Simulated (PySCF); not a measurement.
Polarisability and C₆ of Tc³⁺ (technetium, charge +3)

[Kr] 4d4, high-spin 5D determinant. Calculation: PySCF 2.14, in dyall-av2z (22s15p11d2f, 136 functions); the non-relativistic Hamiltonian (point nucleus). Coupled (time-dependent) response in atomic units; α is the mean over directions. A double-zeta set is small for polarisabilities.

```tsv
method	mean α (bohr³)	α xx, yy, zz	C₆ (like pair)	S(−4)
UHF	4.759	4.567, 4.567, 5.142	21.42	4.692
PBE	5.163	4.960, 4.960, 5.569	23.30	6.385
```

S(−4) is the Cauchy moment in α(ω) = α(0) + S(−4) ω² + …

Spin-orbit coupling is absent.

α(iu) at PBE:

```json
{"u (hartree)": "0", "α(iu) (bohr³)": "5.163"}
{"u (hartree)": "0.0500", "α(iu) (bohr³)": "5.147"}
{"u (hartree)": "0.100", "α(iu) (bohr³)": "5.101"}
{"u (hartree)": "0.200", "α(iu) (bohr³)": "4.929"}
{"u (hartree)": "0.300", "α(iu) (bohr³)": "4.685"}
{"u (hartree)": "0.500", "α(iu) (bohr³)": "4.117"}
{"u (hartree)": "0.750", "α(iu) (bohr³)": "3.443"}
{"u (hartree)": "1.00", "α(iu) (bohr³)": "2.879"}
{"u (hartree)": "1.50", "α(iu) (bohr³)": "2.048"}
{"u (hartree)": "2.00", "α(iu) (bohr³)": "1.503"}
{"u (hartree)": "3.00", "α(iu) (bohr³)": "0.8824"}
{"u (hartree)": "5.00", "α(iu) (bohr³)": "0.3968"}
```

A single London oscillator, α(iu) = α/(1 + u²/ω²), gives C₆ = (3/4) ω α². Matching the computed C₆ needs ω = 4 × 23.30 / (3 × 5.163²) = 1.17 hartree.

For an ion, C₆ is the dispersion term alone; charge-induced terms of lower order in 1/R come first.

The components differ because the open shell of this determinant is not spherical; for a pure term their mean is the scalar polarisability.

A non-relativistic calculation at this Z misses sizeable relativistic shifts.
